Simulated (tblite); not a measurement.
C₄H₅F₃N (doublet state).
Cartesian coordinates in Å at the GFN2-xTB level; atoms count from 1:
```xyz
13
C4H5F3N angstrom
C     -1.8990    0.8057   -0.7301
C     -0.6595    0.8671   -0.1832
F     -0.2141    2.0968    0.1967
C      0.2447   -0.1761    0.0601
N     -0.0131   -1.4804   -0.2842
C      1.5912    0.0818    0.6508
F      2.5906   -0.2718   -0.2079
F      1.7887   -0.7102    1.7490
H     -2.4751    1.7026   -0.8451
H     -2.3232   -0.1184   -1.0674
H     -0.9714   -1.7448   -0.4357
H      0.5853   -2.1773    0.1309
H      1.7505    1.1256    0.9483
```

Computed with GFN2-xTB (tblite): harmonic, unscaled wavenumbers at the GFN2-xTB geometry, gas phase. This tight-binding method is rough: wavenumbers can miss measured ones by several per cent, in bad cases by 10 to 20. One conformer, not necessarily the lowest. Open shells enter through the occupations alone, without spin polarisation, and single modes of such species can be off by tens of per cent.

Harmonic wavenumbers (cm⁻¹): 37.3, 83.5, 185.6, 192.3, 265.1, 324.2, 345.2, 440.0, 460.8, 490.1, 511.9, 562.2, 579.4, 588.1, 730.7, 828.7, 906.7, 948.9, 980.5, 1022.9, 1144.0, 1230.5, 1267.2, 1315.9, 1341.9, 1445.0, 1495.7, 1543.7, 2944.8, 3153.8, 3194.5, 3451.4, 3518.1.

A = 3274, B = 1400, C = 1184 MHz; mass 124.037 u (most abundant isotopes); point group C1, symmetry number 1; spin multiplicity 2.

Task: Zero-point energy?

Result: Half the sum of the wavenumbers: 18765 cm⁻¹ = 53.65 kcal/mol.

Task: Entropy at 298.15 K, 1 bar (ideal gas, RRHO, classical rotation)?

Result: Translation 40.39, rotation 28.47, vibration 23.26, spin (R ln 2) 1.38: S = 93.5 cal/(mol K).

Task: And Cp and H(298.15 K) − H(0)?

Result: Cp = 33.16 cal/(mol K), of which vibrations give 25.21 (their classical limit is 33 R = 65.6); H(298.15 K) − H(0) = 6.09 kcal/mol without the zero-point energy, 3.72 from vibrations.

Task: Blend soft modes into free rotors: weight 1/[1 + (100 cm⁻¹/ν̃)⁴] for the oscillator and the rest for a rotor with moment μB/(μ + B), μ = h/(8π²ν), B = 10⁻⁴⁴ kg m². What vibrational entropy results?

Result: 21.23 cal/(mol K) in place of 23.26, which changes −T·S at 298.15 K by +0.61 kcal/mol.

Task: How do the functions run with temperature in this model?

Result: 
| T (K) | S (cal/(mol K)) | Cp (cal/(mol K)) | H − H(0) (kcal/mol) | G − H(0) (kcal/mol) | ln q(vib) |
| --- | --- | --- | --- | --- | --- |
| 50 | 58.8 | 11.6 | 0.48 | -2.46 | 0.52 |
| 100 | 68.1 | 15.8 | 1.16 | -5.64 | 1.42 |
| 373.15 | 101.5 | 38.3 | 8.78 | -29.10 | 7.01 |
| 500 | 113.7 | 45.2 | 14.10 | -42.77 | 9.64 |
| 750 | 133.9 | 53.9 | 26.60 | -73.83 | 14.50 |
| 1000 | 150.2 | 59.2 | 40.79 | -109.41 | 18.87 |

q(vib) and H(0) count from the zero-point level.

Task: What must be added to the electronic energy to get the Gibbs energy at 298.15 K and 1 bar?

Result: ZPE + [H(298.15 K) − H(0)] − T·S = 53.65 + 6.09 − 27.88 = 31.86 kcal/mol.

Task: Which modes carry the vibrational entropy at 298.15 K?

Result: 37.3 cm⁻¹: 5.40; 83.5 cm⁻¹: 3.81; 185.6 cm⁻¹: 2.27; 192.3 cm⁻¹: 2.21; 265.1 cm⁻¹: 1.63; 324.2 cm⁻¹: 1.29 cal/(mol K); the other 27 give 6.67 together.

Hindered rotation and anharmonicity are outside this model. Other conformers, if any are populated, would add a mixing term that is left out.
